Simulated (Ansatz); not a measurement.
```yaml
crystal:
  periodic: [false, false, false]
  atoms:
    - {symbol: C, position_ang: [-0.683109, 1.216283, -0.397030]}
    - {symbol: Se, position_ang: [-0.113518, 0.240698, 1.183425]}
    - {symbol: As, position_ang: [0.924656, -1.603086, -0.086286]}
    - {symbol: H, position_ang: [-1.217112, 2.108054, -0.105803]}
    - {symbol: H, position_ang: [0.140213, 1.545712, -1.039859]}
    - {symbol: H, position_ang: [-1.377324, 0.647492, -1.022444]}
    - {symbol: Xx, position_ang: [2.206027, -1.597662, 0.699404]}
    - {symbol: H, position_ang: [0.355644, -2.611556, 0.784286]}
basis:
  gaussian: {orbitals: "6-31G*", nuclear_model: gaussian}
magnetization: {spin_polarized: true, initial_magnetization: 2}
hamiltonian: {xc: {name: wB97M-V}}
accuracy: high
```

```sh
$ ansatz run in.yaml --threads 4 --pin off --events-out ev --progress --plain --max-ram 10444MiB
```

Output, abridged:

```
Error: YAML parse error: error: line 10 column 16: `Xx` is not an element symbol (H … Og, case-exact)
 8 |     - {symbol: H, position_ang: [0.140213, 1.545712, -1.039859]}
 9 |     - {symbol: H, position_ang: [-1.377324, 0.647492, -1.022444]}
10 |     - {symbol: Xx, position_ang: [2.206027, -1.597662, 0.699404]}
11 |     - {symbol: H, position_ang: [0.355644, -2.611556, 0.784286]}
12 | basis:
```

In this input an element symbol is wrong. The program refused the input.
